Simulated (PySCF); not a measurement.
C$_{4}$H$_{5}$N, triplet, at a GFN2-xTB geometry (a higher spin typed on purpose: for a closed-shell molecule this is an excited state) (in this run its highest filled SCF level lies above zero, so its values depend strongly on the basis, on diffuse functions most of all); BLYP/STO-3G in PySCF.

Input for PySCF:
```python
from pyscf import gto, scf, dft

mol = gto.M(
    atom='''
C    -0.090690   -1.143113    0.473253
C    -1.152164   -0.340052    0.234573
C    -0.674996    0.885433   -0.326727
N     0.710439    0.774135   -0.610334
C     1.122544   -0.382149    0.119119
H    -0.072677   -2.132886    0.882188
H    -2.190482   -0.550923    0.406768
H    -1.168437    1.838981   -0.338817
H     1.265775    1.613825   -0.476625
H     1.964592   -0.308656    0.797518
''',
    basis='sto-3g',
    charge=0,
    spin=2,
    verbose=4,
)

mf = dft.UKS(mol)
mf.xc = 'blyp'
mf.grids.level = 2
mf.kernel()
```

Output, abridged:

```
PySCF version 2.14.0

[INPUT] verbose = 4
[INPUT] num. atoms = 10
[INPUT] num. electrons = 36
[INPUT] charge = 0
[INPUT] spin (= nelec alpha-beta = 2S) = 2
[INPUT] symmetry False subgroup None
[INPUT] Mole.unit = angstrom
[INPUT] Symbol           X                Y                Z      unit          X                Y                Z       unit  Magmom
[INPUT]  1 C     -0.090690000000  -1.143113000000   0.473253000000 AA   -0.171379262237  -2.160170499430   0.894318557629 Bohr   0.0
[INPUT]  2 C     -1.152164000000  -0.340052000000   0.234573000000 AA   -2.177274410583  -0.642605148111   0.443278726218 Bohr   0.0
[INPUT]  3 C     -0.674996000000   0.885433000000  -0.326727000000 AA   -1.275557575177   1.673225871652  -0.617424547501 Bohr   0.0
[INPUT]  4 N      0.710439000000   0.774135000000  -0.610334000000 AA    1.342535138210   1.462903133440  -1.153364104510 Bohr   0.0
[INPUT]  5 C      1.122544000000  -0.382149000000   0.119119000000 AA    2.121300722774  -0.722156948776   0.225102286232 Bohr   0.0
[INPUT]  6 H     -0.072677000000  -2.132886000000   0.882188000000 AA   -0.137339625555  -4.030570394919   1.667093710378 Bohr   0.0
[INPUT]  7 H     -2.190482000000  -0.550923000000   0.406768000000 AA   -4.139411060790  -1.041093585724   0.768680116237 Bohr   0.0
[INPUT]  8 H     -1.168437000000   1.838981000000  -0.338817000000 AA   -2.208025923808   3.475170438279  -0.640271336347 Bohr   0.0
[INPUT]  9 H      1.265775000000   1.613825000000  -0.476625000000 AA    2.391968085321   3.049687262976  -0.900690714121 Bohr   0.0
[INPUT] 10 H      1.964592000000  -0.308656000000   0.797518000000 AA    3.712540826512  -0.583275306704   1.507090599411 Bohr   0.0

nuclear repulsion = 158.099269321901
number of shells = 20
number of NR pGTOs = 90
number of NR cGTOs = 30
basis = sto-3g
ecp = {}

******** <class 'pyscf.dft.uks.UKS'> ********
method = UKS
initial guess = minao
damping factor = 0
level_shift factor = 0
DIIS = <class 'pyscf.scf.diis.CDIIS'>
diis_start_cycle = 1
diis_space = 8
diis_damp = 0
SCF conv_tol = 1e-09
SCF conv_tol_grad = None
SCF max_cycles = 50
direct_scf = True
direct_scf_tol = 1e-13
number electrons alpha = 19  beta = 17
XC library pyscf.dft.libxc version 7.1.2
    S. Lehtola, C. Steigemann, M. J. T. Oliveira, and M. A. L. Marques,  SoftwareX 7, 1–5 (2018)
XC functionals = blyp
    A. D. Becke,  Phys. Rev. A 38, 3098 (1988)
    C. Lee, W. Yang, and R. G. Parr,  Phys. Rev. B 37, 785 (1988)
    B. Miehlich, A. Savin, H. Stoll, and H. Preuss,  Chem. Phys. Lett. 157, 200 (1989)
radial grids:
    Treutler-Ahlrichs [JCP 102, 346 (1995); DOI:10.1063/1.469408] (M4) radial grids

becke partition: Becke, JCP 88, 2547 (1988); DOI:10.1063/1.454033
pruning grids: <function nwchem_prune>
grids dens level: 2
symmetrized grids: False
atomic radii adjust function: <function treutler_atomic_radii_adjust>
small_rho_cutoff = 0
Set gradient conv threshold to 3.16228e-05
tot grids = 82688
init E= -208.077279378656

cycle= 1 E= -207.255555996113  delta_E= 0.822  |g|= 0.177  |ddm|= 3.23

cycle= 2 E= -207.244951068516  delta_E= 0.0106  |g|= 0.234  |ddm|= 0.611

cycle= 3 E= -207.274714528276  delta_E= -0.0298  |g|= 0.0921  |ddm|= 0.441

cycle= 4 E= -207.279969791341  delta_E= -0.00526  |g|= 0.0384  |ddm|= 0.211

cycle= 5 E= -207.280990896774  delta_E= -0.00102  |g|= 0.00752  |ddm|= 0.0743

cycle= 6 E= -207.281037233819  delta_E= -4.63e-05  |g|= 0.00287  |ddm|= 0.0175

cycle= 7 E= -207.281044547598  delta_E= -7.31e-06  |g|= 0.00133  |ddm|= 0.0076

cycle= 8 E= -207.281046397417  delta_E= -1.85e-06  |g|= 0.000392  |ddm|= 0.00317

cycle= 9 E= -207.28104668805  delta_E= -2.91e-07  |g|= 0.000316  |ddm|= 0.00229

cycle= 10 E= -207.281046794952  delta_E= -1.07e-07  |g|= 7.4e-05  |ddm|= 0.000674

cycle= 11 E= -207.281046814103  delta_E= -1.92e-08  |g|= 1.82e-05  |ddm|= 0.000624

cycle= 12 E= -207.281046814214  delta_E= -1.11e-10  |g|= 2.27e-05  |ddm|= 8.9e-05

Extra cycle  E= -207.281046812407  delta_E= 1.81e-09  |g|= 5.51e-05  |ddm|= 0.000122
converged SCF energy = -207.281046812407  <S^2> = 2.0055257  2S+1 = 3.0036816
```
